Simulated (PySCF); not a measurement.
These compounds are isomers of formula C$_{4}$H$_{9}$FO$_{3}$Si.

A. SMILES CO[Si](OC)(O)/C=C/F
B. SMILES C([Si]1(O)OCCCO1)F
C. `O[Si](OC)(/C=C\F)OC`
D. `CO[SiH2]O/C(=C\F)OC`

Spectrum 1. 13C{1H} NMR (computed): δ 157.9 (C), 130.3 (CH), 54.1 (CH3), 50.8 (CH3).

Spectrum 2. 13C{1H} NMR (computed): δ 170.3 (CH), 102.5 (CH), 52.3 (CH3).

Spectrum 3. 13C{1H} NMR (computed): δ 80.9 (CH2), 68.9 (CH2), 35.9 (CH2).

Spectrum 4. 13C{1H} NMR (computed): δ 169.2 (CH), 109.3 (CH), 52.7 (CH3).

Non-relativistic Hamiltonian, one averaged value for each set of equivalent atoms, single conformer, in vacuum. σ from GIAO-PBE0/pcSseg-1; geometry: GFN2-xTB; PySCF 2.14.

Chemical shifts δ = σref − σ; 13C (186.93 ppm) vs TMS, all at this level. Splittings of carbon signals by F and P are missing where no couplings were computed. Shifts are as computed. Against solution values, carbons near 30 ppm lie about +3 ppm off and those near 130 ppm about +5 ppm. Of 1309 compounds with measured shifts, 239 miss one by over three times the rms of a fit or turn the order of signals round; such compounds aren't used in these exercises.

Which spectrum belongs to which compound?

Results:

1–D, 2–A, 3–B, 4–C.

- Spectrum 1 (D): 4 13C signals; δC 157.9 is an alkene carbon bearing oxygen; δC 54.1 is a methyl carbon bonded to O.
- Spectrum 2 (A): 3 13C signals; δC 102.5 is an alkene CH; δC 52.3 is a methyl carbon bonded to O.
- Spectrum 3 (B): 3 13C signals; δC 80.9 is an sp3 CH2 bonded to F and Si; δC 68.9 is an sp3 CH2 bonded to O.
- Spectrum 4 (C): 3 13C signals; δC 109.3 is an alkene CH; δC 52.7 is a methyl carbon bonded to O.
